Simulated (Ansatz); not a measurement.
C₃H₇FOSi (`C=C[Si](C)(O)F`), relaxed with RKS PBE0-D4/def2-TZVP in Ansatz from a PBE-D4/def2-SVP geometry. The force threshold is 0.005 eV/Å; the program also tests the step.

Total charge 0; spin multiplicity 1.

Start:

```xyz
13

C     2.161   -0.305   -0.378
C     1.111   -0.654    0.394
Si   -0.464    0.352    0.462
C    -1.929   -0.450   -0.361
O    -0.239    1.846   -0.260
F    -0.813    0.567    2.058
H     3.086   -0.906   -0.431
H     2.133    0.605   -1.003
H     1.186   -1.581    0.994
H    -2.838    0.172   -0.237
H    -2.127   -1.448    0.078
H    -1.741   -0.581   -1.446
H     0.474    2.382    0.130
```

| step | energy (eV) | largest force (eV/Å) | largest move (Å) |
| --- | --- | --- | --- |
| 1 | -15861.6405 | 0.974 | 0.000 |
| 2 | -15861.7202 | 0.591 | 0.036 |
| 3 | -15861.7403 | 0.086 | 0.026 |
| 4 (rejected) | -15861.7395 | 0.095 | 0.059 |
| 5 | -15861.7421 | 0.048 | 0.030 |
| 6 | -15861.7431 | 0.021 | 0.037 |
| 7 | -15861.7431 | 0.019 | 0.005 |
| 8 | -15861.7432 | 0.008 | 0.005 |
| 9 | -15861.7432 | 0.025 | 0.004 |
| 10 | -15861.7432 | 0.019 | 0.003 |
| 11 | -15861.7433 | 0.021 | 0.008 |
| 12 | -15861.7433 | 0.012 | 0.006 |
| 13 | -15861.7433 | 0.009 | 0.002 |
| 14 | -15861.7433 | 0.003 | 0.002 |

End:

```xyz
13

C     2.122   -0.329   -0.399
C     1.111   -0.629    0.413
Si   -0.459    0.355    0.474
C    -1.894   -0.438   -0.372
O    -0.251    1.831   -0.202
F    -0.816    0.523    2.030
H     3.034   -0.918   -0.437
H     2.077    0.525   -1.071
H     1.215   -1.501    1.058
H    -2.794    0.170   -0.252
H    -2.091   -1.429    0.044
H    -1.695   -0.551   -1.440
H     0.442    2.390    0.153
```

It took 16 s on 2 threads of an AMD EPYC 7R13 on a shared host and a share of an NVIDIA H100 80 GB, with 0.86 GiB of host memory at the peak.
